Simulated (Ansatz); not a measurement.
The cluster AlB5, 6 atoms. Hardware: 4 threads of Arm Neoverse N1 on a shared host.

Correlated methods freeze 10 core orbitals.

(1) How many basis functions does each of these Ansatz runs have, and roughly what does it cost? r2SCAN-D4/def2-TZVP, charge 1 doublet at the geometry of the charge 0 singlet, energy, from earlier orbitals; PBE-D4/def2-SVP, charge 0 singlet, energy, from earlier orbitals; revPBE-D4/def2-TZVP, charge 0 singlet, energy, from earlier orbitals; B3LYP-D4/def2-TZVP, charge 0 singlet, energy, from earlier orbitals; PBE-QIDH/def2-TZVP, charge 0 singlet, energy, from earlier orbitals; PBE0-D4/def2-TZVPD, charge -1 doublet at the geometry of the charge 0 singlet, energy, from earlier orbitals; r2SCAN-D4/def2-TZVP, charge 0 singlet, energy, from earlier orbitals; r2SCAN-D4/def2-TZVP, charge 0 triplet at the geometry of the charge 0 singlet, energy, from earlier orbitals; PBE0-D4/def2-TZVP, charge 1 doublet at the geometry of the charge 0 singlet, energy, from earlier orbitals; B3LYP-D4/6-31G, charge 0 singlet, energy; r2SCAN-D4/def2-TZVPD, charge -1 doublet at the geometry of the charge 0 singlet, energy, from earlier orbitals; CCSD(T)/def2-TZVPP, charge 0 singlet, energy, from earlier orbitals.

## Answers

(1) Other jobs shared the machine, so times can vary by a factor of up to 3. A dash marks memory too small to be measured apart from the calling script's.

```tsv
run	functions	fitting or Cholesky vectors	wall time	peak host memory (GiB)
B3LYP-D4/6-31G, charge 0 singlet, energy	58	768	0.95 s	–
PBE-D4/def2-SVP, charge 0 singlet, energy, from earlier orbitals	88	963	0.95 s	–
revPBE-D4/def2-TZVP, charge 0 singlet, energy, from earlier orbitals	192	1104	2.2 s	–
B3LYP-D4/def2-TZVP, charge 0 singlet, energy, from earlier orbitals	192	1104	2.8 s	–
r2SCAN-D4/def2-TZVP, charge 0 singlet, energy, from earlier orbitals	192	1104	4.5 s	–
PBE-QIDH/def2-TZVP, charge 0 singlet, energy, from earlier orbitals	192	1202	5.5 s	–
PBE0-D4/def2-TZVP, charge 1 doublet at the geometry of the charge 0 singlet, energy, from earlier orbitals	192	1124	6 s	–
r2SCAN-D4/def2-TZVP, charge 1 doublet at the geometry of the charge 0 singlet, energy, from earlier orbitals	192	1104	10 s	–
r2SCAN-D4/def2-TZVP, charge 0 triplet at the geometry of the charge 0 singlet, energy, from earlier orbitals	192	1104	10 s	–
PBE0-D4/def2-TZVPD, charge -1 doublet at the geometry of the charge 0 singlet, energy, from earlier orbitals	228	1119	22 s	0.9
CCSD(T)/def2-TZVPP, charge 0 singlet, energy, from earlier orbitals	197	1232	37 s	2.2
r2SCAN-D4/def2-TZVPD, charge -1 doublet at the geometry of the charge 0 singlet, energy, from earlier orbitals	228	1089	39 s	0.69
```
